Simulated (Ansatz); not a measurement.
Computed with Ansatz.

Basis-set series for C3H10ClGaOSi (`C[CH](C)[Ga]([Cl])[O][SiH3]`). Charge 0, multiplicity 1. The geometry is a stationary point of PBE0-D4/def2-TZVP. It is one conformer, not always the lowest.

```json
{"functional": "PBE0-D4", "basis": "def2-SVP", "functions": "174", "energy (Eh)": "-2868.86722", "HOMO (eV)": "-8.08", "LUMO (eV)": "-0.78"}
{"functional": "PBE0-D4", "basis": "def2-QZVPP", "functions": "757", "energy (Eh)": "-2869.67810", "HOMO (eV)": "-8.14", "LUMO (eV)": "-0.95"}
{"functional": "ωB97M-V", "basis": "def2-SVP", "functions": "174", "energy (Eh)": "-2869.36032", "HOMO (eV)": "-10.22", "LUMO (eV)": "0.94"}
{"functional": "ωB97M-V", "basis": "def2-QZVPP", "functions": "757", "energy (Eh)": "-2870.17592", "HOMO (eV)": "-10.31", "LUMO (eV)": "0.57"}
```

(1) Give the rows for def2-TZVPP. (Estimate.)

## Answers

(1) The calculation gave: 
```tsv
functional	basis	functions	energy (Eh)	HOMO (eV)	LUMO (eV)
PBE0-D4	def2-TZVPP	396	-2869.59959	-8.13	-0.90
ωB97M-V	def2-TZVPP	396	-2870.10077	-10.29	0.75
```

Positive LUMOs are unbound and depend on the basis. Scalar relativity is left out up to krypton.
